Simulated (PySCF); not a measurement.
Input file for PySCF: R-M06-2X/6-31G* on C2H6 (SMILES CC).

```python
from pyscf import gto, scf, dft, mp
from pyscf.data.elements import chemcore

mol = gto.M(
    atom='''
    C    -0.75664643    0.26139751    3.97729770
    C     0.71475931   -0.14237335    3.95384654
    H    -0.91904783    1.20309868    3.44756739
    H    -1.11755793    0.39779030    4.99852047
    H    -1.38543665   -0.50029351    3.51017230
    H     1.07345510   -0.27796016    2.93214604
    H     0.87473963   -1.08078155    4.48825271
    H     1.33988921    0.61779187    4.42623825
    ''',
    basis='6-31g*',
    cart=True,
    charge=0, spin=0, verbose=3, max_memory=1800)
mf = dft.RKS(mol, xc='m062x')
mf.conv_tol = 1e-8
mf.max_cycle = 100
mf.kernel()
if not mf.converged:
    mf = mf.newton().run(mf.mo_coeff, mf.mo_occ)
```

Task: What total energy does the run end on?

Result: -79.7718 hartree.
